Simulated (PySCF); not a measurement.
Species: H5InOSi.
Atom-mapped SMILES: `[SiH3:1][O:2][InH2:3]` (hydrogens: H4, H5, H6 on Si1; H7, H8 on In3)

A GFN2-xTB structure was refined with PBE0-D3(BJ)/def2-SVP geometry optimisation, gas phase, def2 core potentials past Kr (PySCF). Its GFN2-xTB values:

| coordinate | GFN2-xTB |
| --- | --- |
| Si1–O2 | 1.593 Å |
| Si1–H4 | 1.457 Å |
| O2–In3 | 1.930 Å |
| In3–H7 | 1.708 Å |
| Si1–O2–In3 | 148.4° |
| O2–Si1–H4 | 103.9° |
| O2–Si1–H5 | 110.3° |
| O2–In3–H7 | 113.6° |
| O2–In3–H8 | 120.3° |
| H4–Si1–H5 | 109.3° |
| H7–In3–H8 | 126.1° |

Question: How do these coordinates change at the PBE0-D3(BJ)/def2-SVP level?

Answer: 
```
coordinate  PBE0-D3(BJ)/def2-SVP (Å or °)  change
    O2–In3                          2.009  +0.079
    Si1–O2                          1.644  +0.051
    Si1–H4                          1.496  +0.039
    In3–H7                          1.711  +0.003
 H7–In3–H8                          136.0    +9.9
Si1–O2–In3                          139.7    -8.7
 O2–In3–H8                          113.5    -6.8
 O2–Si1–H4                          110.2    +6.3
 O2–In3–H7                          110.5    -3.1
 O2–Si1–H5                          112.1    +1.8
 H4–Si1–H5                          107.7    -1.6
```

The energy falls by 5.1 kcal/mol over 10 energy and gradient evaluations, the largest force component goes from 0.0324 to 3.3e-04 Eh/bohr, and the atoms move by 0.149 Å rms after alignment. The bond that changes most is O2–In3 (ends: oxygen bonded to In and Si; indium bonded to O and 2 H), which lengthens by 0.079 Å. Bonds longer at the end by more than 0.005 Å: 5 of 7; shorter: 1. Rotational constants go from 37425, 1599, 1562 to 31917, 1556, 1510 MHz.

The run used 83 basis functions and 61 SCF cycles in all. On an Intel Xeon 6975P-C with one thread, no GPU, shared host with 192 logical CPUs at a one-minute load of 69, this took 21 s wall and 0.36 GiB of memory at its peak.

No frequency check. One conformer, not necessarily the lowest.
